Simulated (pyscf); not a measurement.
Optimised with ωB97X-D3(BJ)/def2-SVP in PySCF.

Q: What is the homolytic dissociation enthalpy (298 K, ωB97M-D3(BJ)/def2-TZVP) of the Al–N bond of H₃C–Al(CH₃)–NH–B(NH₂)–NH₂, to [H₃C–Al–CH₃]• + •HN–B(NH₂)–NH₂?

A: Al–N to [H₃C–Al–CH₃]• + •HN–B(NH₂)–NH₂: 115.7 kcal/mol. The 7 functionals that were run give +106.3 (PBE) to +115.8 kcal/mol (M06-2X). The radicals are drawn with the spin at the cut bond; how far it spreads was not checked. Other isomers of [H₃C–Al–CH₃]•, •HN–B(NH₂)–NH₂ were not searched in full and may lie lower.
